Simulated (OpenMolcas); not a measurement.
How basis sets differ on BGeNH6 (SMILES B[NH][GeH3])

BGeNH6 has 9 atoms, charge 0, and is taken as a singlet. As SMILES, `B[NH][GeH3]`. The coordinates come from a PBE0-D4/def2-TZVP relaxation.

Each level gives the dipole moment (D). The values are calculated.

```json
{"level": "HF/ANO-RCC-MB (DKH2)", "kind": "Hartree–Fock", "program": "OpenMolcas", "value (D)": "2.15", "CPU time": "7.6 s"}
{"level": "HF/STO-3G", "kind": "Hartree–Fock", "program": "OpenMolcas", "value (D)": "2.08", "CPU time": "4 s"}
{"level": "HF/3-21G", "kind": "Hartree–Fock", "program": "OpenMolcas", "value (D)": "1.84", "CPU time": "4.8 s"}
{"level": "HF/6-31G* (spherical functions)", "kind": "Hartree–Fock", "program": "OpenMolcas", "value (D)": "1.62", "CPU time": "12 s"}
{"level": "HF/ANO-RCC-VDZP (DKH2, RICD fitting)", "kind": "Hartree–Fock", "program": "OpenMolcas", "value (D)": "1.60", "CPU time": "5.1 s"}
```

All-electron rows without a relativistic Hamiltonian named are non-relativistic. The values span 1.60 to 2.15 D. Magnitudes only. Sets without polarisation functions give poor dipoles. CPU times are rough (shared hosts, several kinds of processor and program).
